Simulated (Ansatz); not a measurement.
The cluster Si4S4, relaxed as a singlet with RKS PBE-D4/def2-SVP in Ansatz, starting from the GFN1-xTB geometry. Force threshold 0.02 eV/Å.

The restricted singlet is unstable towards broken spin symmetry in Hartree–Fock (as tested in another run); at PBE-D4/def2-SVP this wasn't settled. Another isomer (singlet) lies 1.43 eV lower at PBE0-D4/def2-TZVP; other spin states weren't run for this one.

Start:

| atom | x (Å) | y (Å) | z (Å) |
| --- | --- | --- | --- |
| Si1 | -0.319 | -1.201 | -2.444 |
| Si2 | -0.760 | 1.210 | 1.524 |
| Si3 | -1.610 | -1.032 | 1.192 |
| Si4 | 1.957 | 0.696 | 0.138 |
| S5 | -1.705 | -1.541 | -0.841 |
| S6 | 0.574 | -0.589 | 1.604 |
| S7 | 1.264 | -0.023 | -1.774 |
| S8 | 0.600 | 2.479 | 0.601 |

Estimate the energy that the relaxation releases and the steps that it takes.

8.2 kcal/mol, in 11 steps; 9.5 s on 4 threads of Intel Xeon 6975P-C on a shared host. No frequencies were taken in this run, so the end may be a saddle point.

Does the start keep its bonding?

By distances, no bond broke or formed. The bond that changes most is Si3–S6, from 2.27 to 2.41 Å (atoms count from 1).

Predict the relaxed structure.


```xyz
8

Si   -0.277   -1.154   -2.388
Si   -0.717    1.069    1.436
Si   -1.664   -1.159    1.339
Si    1.994    0.720    0.217
S    -1.873   -1.273   -0.828
S     0.669   -0.673    1.680
S     1.450    0.006   -1.844
S     0.418    2.464    0.388
```
Bond lengths: 9 × S–Si 2.08 to 2.42 Å; 1 × Si–Si 2.42 Å.
